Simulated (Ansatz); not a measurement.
Relaxation of AlH₉N₂Si (13 atoms, charge 0, multiplicity 1), to a largest force component of 0.03 eV/Å in at most 50 steps.

Theory: Ansatz 0.2.0, RKS PBE0-D4/def2-SVP.

```xyz
13
Properties=species:S:1:pos:R:3
Al 0.172 0.696 -0.557
H -0.761 0.166 1.988
N 1.663 -0.128 -1.055
H 1.713 -1.031 -1.513
H 2.599 0.224 -0.892
N -1.405 -0.061 -0.882
H -1.572 -0.920 -1.393
H -2.291 0.345 -0.600
Si 0.204 2.722 0.633
H 1.116 2.643 1.824
H 0.638 3.927 -0.152
H -1.164 3.033 1.171
H -0.332 0.676 2.260
```

Question: Where does it end, and by what steps?

Answer: The run converged. The force dipped under the threshold on the way, but the program's further checks kept it going. After 17 steps the energy has fallen by 0.175 eV; H13 moved furthest, 1.46 Å.

| step | energy less start (eV) | largest force component (eV/Å) | accepted |
| --- | --- | --- | --- |
| 0 | 0.0000 | 1.255 | yes |
| 1 | -0.1185 | 0.269 | yes |
| 2 | -0.1365 | 0.341 | yes |
| 3 | -0.1366 | 0.306 | yes |
| 4 | -0.1516 | 0.170 | yes |
| 5 | -0.1617 | 0.142 | yes |
| 6 | -0.1658 | 0.272 | yes |
| 7 | -0.1692 | 0.234 | yes |
| 8 | -0.1715 | 0.143 | yes |
| 9 | -0.1730 | 0.132 | yes |
| 10 | -0.1735 | 0.166 | yes |
| 11 | -0.1738 | 0.094 | yes |
| 12 | -0.1743 | 0.015 | yes |
| 13 | -0.1744 | 0.012 | yes |
| 14 | -0.1746 | 0.036 | yes |
| 15 | -0.1747 | 0.032 | yes |
| 16 | -0.1748 | 0.015 | yes |
| 17 | -0.1748 | 0.015 | yes |

```xyz
13
Properties=species:S:1:pos:R:3
Al 0.252 0.790 -0.553
H -1.156 -0.417 1.968
N 1.711 -0.016 -1.166
H 1.752 -0.929 -1.605
H 2.642 0.383 -1.122
N -1.320 -0.042 -0.629
H -1.504 -0.967 -1.001
H -2.189 0.382 -0.326
Si 0.360 3.012 0.457
H 1.219 3.028 1.688
H 0.927 4.042 -0.475
H -1.001 3.495 0.868
H -1.113 -0.467 2.729
```

Whether the end is a true minimum wasn't checked by a vibrational analysis.

The run took 27 s on 4 threads of Arm Neoverse V1, with other jobs on the host, peak memory 0.24 GiB.
